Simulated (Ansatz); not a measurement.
Reactions of C$_{2}$H$_{6}$OSSi, SMILES `[SiH3]OC=CS`.

Program: Ansatz. Geometries: PBE0-D4/def2-TZVP. ΔE: electronic, gas phase. CCSD(T)/CBS adds triple-zeta CCSD(T) − MP2 to the extrapolated MP2 energy (def2 sets, frozen cores). This one scheme is used for every species, atoms too. Double bonds are as drawn, so ΔE can hold a change between cis and trans. DFT in def2-TZVPP. Open shells (•) are unrestricted, without spin–orbit coupling. Spin–orbit coupling would lower the free atoms: a little for C, O, S, Si. Elements past krypton have def2 core potentials. Bonds to Br, Te are less sure, by a few kJ/mol each and by 10 to 20 or more in all where they break to atoms, as the def2 sets lack core-valence functions. Scalar relativity is left out up to krypton. One conformer a species, not always the lowest.

| reaction | CCSD(T)/CBS(def2) (kJ/mol) |
| --- | --- |
| `[SiH3]O/C=C\S` + H₂ → `C=CS` + silanol | -82 |
| `[SiH3]O/C=C\S` → `COC([SiH3])=S` | 113 |
| `[SiH3]O/C=C\S` + H₂Te → `[SiH3]O/C=C\[TeH]` + H₂S | ? |
| `[SiH3]O/C=C\S` → 2 C• + 6 H• + O• + S• + Si• | 4005 |
| `[SiH3]O/C=C\S` + HBr → `[SiH3]O/C=C\Br` + H₂S | 18 |
| `[SiH3]O/C=C\S` + `[SiH3]S` → `[SiH3]S/C=C/S` + silanol | ? |
| `[SiH3]O/C=C\S` → `C[Si]1(S)CO1` | -97 |
| `[SiH3]O/C=C\S` → `S[SiH]1CCO1` | -138 |

Q: Fill in the missing values. (Best estimate.)

A: Computed: `[SiH3]O/C=C\S` + H₂Te → `[SiH3]O/C=C\[TeH]` + H₂S: -12.3 kJ/mol; `[SiH3]O/C=C\S` + `[SiH3]S` → `[SiH3]S/C=C/S` + silanol: -22.5 kJ/mol.

Largest T1 diagnostic: 0.017, for `COC([SiH3])=S`.
